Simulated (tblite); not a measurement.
C5H6NSe (doublet state).
Bonds: C1–C2, C2–C3, C3–C4 (aromatic), C4–C5 (aromatic), C5–Se6 (aromatic), Se6–N7 (aromatic), C3–N7 (aromatic). Hydrogens: H8, H9, H10 on C1; H11 on C2; H12 on C4; H13 on C5.
Bond orders are those of one Lewis drawing.

Computed with GFN2-xTB (tblite), gas phase: L-BFGS steps from a force-field or distance-geometry start until the largest atomic force falls under 0.01 eV/Å.

Step 48: E = -538.4833 eV
```
atom  x, y, z in Å  |  force x, y, z in eV/Å
C1     -2.1876   -0.1816   -0.4811    0.051   0.020   0.016
C2     -1.0318    0.4366    0.2155   -0.052   0.082   0.038
C3      0.2436   -0.0845    0.1266   -0.042   0.037  -0.150
C4      1.4219    0.5805    0.6408   -0.065   0.075   0.023
C5      2.5700   -0.0160    0.2668   -0.030   0.018   0.026
Se6     2.1869   -1.5442   -0.7382   -0.015  -0.028   0.048
N7      0.4658   -1.2177   -0.5699    0.099   0.037  -0.073
H8     -2.5035   -1.0764    0.0557   -0.065  -0.055   0.043
H9     -3.0369    0.4956   -0.5583    0.107  -0.003   0.053
H10    -1.8888   -0.5156   -1.4763    0.006   0.032   0.066
H11    -1.1761    1.3394    0.7944   -0.045  -0.094  -0.058
H12     1.3583    1.4798    1.2346    0.003  -0.073  -0.072
H13     3.5737    0.3046    0.4714    0.046  -0.049   0.041
```

Step 49: E = -538.4869 eV
```
atom  x, y, z in Å  |  force x, y, z in eV/Å
C1     -2.1866   -0.1837   -0.4795    0.040   0.052   0.010
C2     -1.0304    0.4441    0.2068   -0.066   0.001   0.061
C3      0.2446   -0.0781    0.1166   -0.055   0.025  -0.122
C4      1.4204    0.5815    0.6399   -0.007   0.021  -0.025
C5      2.5685   -0.0174    0.2686    0.023   0.012   0.035
Se6     2.1869   -1.5480   -0.7362    0.016   0.028   0.054
N7      0.4692   -1.2115   -0.5804    0.008   0.059  -0.061
H8     -2.5014   -1.0758    0.0631   -0.041  -0.048   0.038
H9     -3.0367    0.4946   -0.5497    0.115  -0.037  -0.001
H10    -1.8845   -0.5212   -1.4729   -0.049   0.039   0.071
H11    -1.1849    1.3418    0.7902    0.004  -0.081  -0.053
H12     1.3565    1.4740    1.2403    0.002  -0.012  -0.054
H13     3.5739    0.3002    0.4753    0.010  -0.059   0.047
```

Q: Estimate the geometry and energy of step 50. (The exact step hangs on the optimiser's Hessian estimate; all steps are aligned on step 49, rigid shifts and turns removed.)

A: E = -538.4894 eV, largest force 0.104 eV/Å
```
atom  x, y, z in Å  |  force x, y, z in eV/Å
C1     -2.1852   -0.1869   -0.4767   -0.007   0.014   0.029
C2     -1.0304    0.4508    0.2002   -0.056  -0.056   0.068
C3      0.2445   -0.0700    0.1069   -0.018   0.020  -0.084
C4      1.4200    0.5827    0.6396    0.018  -0.006  -0.058
C5      2.5677   -0.0191    0.2709    0.038  -0.001   0.040
Se6     2.1851   -1.5486   -0.7365    0.043   0.053   0.046
N7      0.4702   -1.2022   -0.5928   -0.047   0.065  -0.051
H8     -2.5002   -1.0778    0.0728    0.002   0.010  -0.002
H9     -3.0359    0.4897   -0.5455    0.085  -0.031  -0.024
H10    -1.8822   -0.5265   -1.4684   -0.070   0.019   0.058
H11    -1.1914    1.3464    0.7826    0.028  -0.049  -0.027
H12     1.3589    1.4692    1.2470   -0.010   0.023  -0.048
H13     3.5744    0.2928    0.4820   -0.007  -0.061   0.053
```

The energy changes by -0.0025 eV. The first-order estimate −F·Δx gives -0.0034 eV and the mean of the old and new forces, exact on a quadratic surface, -0.0025 eV. The step makes an angle of 69° with the force vector and moves no atom by more than 0.016 Å.

What follows is the cost of the whole relaxation. Time: 0.44 s. Hardware: one thread, AMD EPYC 9R45 (x86_64), no GPU, shared host with 96 logical CPUs at a one-minute load of 36.
